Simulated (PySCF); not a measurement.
C₃H₅Cl₂F, SMILES CCC(F)(Cl)Cl.

Geometry optimised at ωB97X-D3(BJ)/def2-SVP. One conformer was computed; it need not be the lowest.

Computed with TDDFT-PBE0/def2-SVPD in PySCF 2.14.0.

Vertical excitations. The molecule is in vacuum.

Computed lowest excited states:
```
state  energy (eV)  λ (nm)      f                                               main pairs
-----  -----------  ------  -----  -------------------------------------------------------
S1            6.98     178  0.020                                           HOMO→LUMO 95 %
S2            7.31     170  0.001                                         HOMO−1→LUMO 89 %
S3            7.39     168  0.008                                         HOMO−2→LUMO 86 %
S4            7.70     161  0.002                       HOMO→LUMO+1 64 %, HOMO−3→LUMO 23 %
S5            8.05     154  0.001                       HOMO−3→LUMO 63 %, HOMO→LUMO+1 22 %
S6            8.28     150  0.003  HOMO−1→LUMO+1 56 %, HOMO−2→LUMO+1 24 %, HOMO−3→LUMO 9 %
S7            8.31     149  0.036                   HOMO−2→LUMO+1 61 %, HOMO−1→LUMO+1 22 %
S8            8.55     145  0.026                                         HOMO→LUMO+2 84 %
S9            8.79     141  0.019                                       HOMO−3→LUMO+1 77 %
S10           8.91     139  0.019                     HOMO−4→LUMO 72 %, HOMO−1→LUMO+2 12 %
T1            6.23     199      0                                           HOMO→LUMO 92 %
T2            6.61     188      0                                         HOMO−1→LUMO 81 %
T3            6.66     186      0                                         HOMO−2→LUMO 76 %
T4            6.92     179      0                       HOMO−3→LUMO 44 %, HOMO→LUMO+1 32 %
```
Triplets are in the Tamm–Dancoff approximation, which puts them higher than full response would, so one can lie above its singlet here.
